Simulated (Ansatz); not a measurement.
Compare A (`[BH2][GeH]([CH3])[SiH3]`) with its isomer B (`B[CH]([SiH3])[GeH3]`).

Gas-phase electronic energies from Ansatz, PBE0-D4/def2-TZVP geometries. CBS: MP2 limit from def2 TZ/QZ plus the TZ coupled-cluster correction, frozen cores. DFT in def2-TZVPP. B3LYP here is the variant with VWN-RPA as its local correlation; programs differ in this. For Ge outer-core shells are correlated without core-valence functions, which leaves a few kJ/mol of doubt a bond. Scalar relativity is left out up to krypton.

A:

Z-matrix (Å, degrees):
```
Ge
C 1 1.965
Si 1 2.398 2 108.3
B 1 2.041 2 115.5 3 -116.1
H 1 1.545 2 109.6 3 114.9
H 2 1.091 1 110.2 3 -176.9
H 2 1.090 1 110.6 3 -56.7
H 2 1.091 1 109.9 3 63.5
H 3 1.489 1 110.5 2 -63.7
H 3 1.487 1 111.3 2 175.7
H 3 1.489 1 109.7 2 55.4
H 4 1.196 1 120.8 2 26.2
H 4 1.195 1 120.8 2 -158.8
```

B:

Z-matrix (Å, degrees):
```
C
Si 1 1.870
Ge 1 1.996 2 107.1
B 1 1.529 2 117.1 3 -109.1
H 1 1.093 2 111.7 3 115.7
H 2 1.486 1 109.5 3 65.7
H 2 1.490 1 111.1 3 -54.3
H 2 1.488 1 110.5 3 -174.0
H 3 1.540 1 111.0 2 -148.8
H 3 1.535 1 107.2 2 92.1
H 3 1.535 1 109.5 2 -28.3
H 4 1.201 1 119.7 2 41.7
H 4 1.198 1 121.6 2 -141.9
```

(1) Which isomer does CCSD(T)/CBS put lower? Give the gap. (Estimate.)

(2) Give E(B) − E(A) in kJ/mol with PBE-D4, ωB97M-V, B3LYP, B3LYP-D4, CCSD/def2-TZVPP, CCSD(T)/def2-TZVPP, B2PLYP. (Estimate.)

Largest T1 diagnostic: 0.012.

Results:

(1) The calculation gave: B, by 24.8 kJ/mol.

(2) Computed: PBE-D4 -13.3, ωB97M-V -31.0, B3LYP -14.5, B3LYP-D4 -19.9, CCSD/def2-TZVPP -23.6, CCSD(T)/def2-TZVPP -24.9, B2PLYP -21.9. None reverses the order clearly.

The D4 term adds −5.5 kJ/mol with B3LYP and −2.5 kJ/mol with PBE0; it sums over pairs of atoms, weighted by their polarisabilities, and B3LYP, whose exchange is more repulsive, gets the larger term. From PBE to PBE0 (25 % exact exchange), in def2-TZVPP and without D4, E(B) − E(A) moves by −5.6 kJ/mol.
